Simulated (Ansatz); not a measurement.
Reaction (substitution at a C–C bond): `FCC(F)CF` + `OC(F)F` → `FCC(F)OC(F)F` + `CF`

Gas-phase electronic energies from Ansatz, PBE0-D4/def2-TZVP geometries. CBS: MP2 limit from def2 TZ/QZ plus the TZ coupled-cluster correction, frozen cores. This one scheme is used for every species. One conformer a species, not always the lowest.

| species | CCSD(T)/CBS(def2) energy (Eh) |
| --- | --- |
| `FCC(F)CF` | -416.52222 |
| `OC(F)F` | -314.01610 |
| `FCC(F)OC(F)F` | -590.89128 |
| `CF` | -139.63461 |

Question: Work out ΔE.

Answer: ΔE = (-590.89128) + (-139.63461) − (-416.52222) − (-314.01610) = 0.01243 Eh = +7.8 kcal/mol.

Largest T1 diagnostic among the species: 0.012.

In def2-TZVPP, CCSD(T) changes the Hartree–Fock value by +1.8 kcal/mol (the triples alone add −0.0 kcal/mol) and MP2 by +2.6 kcal/mol.
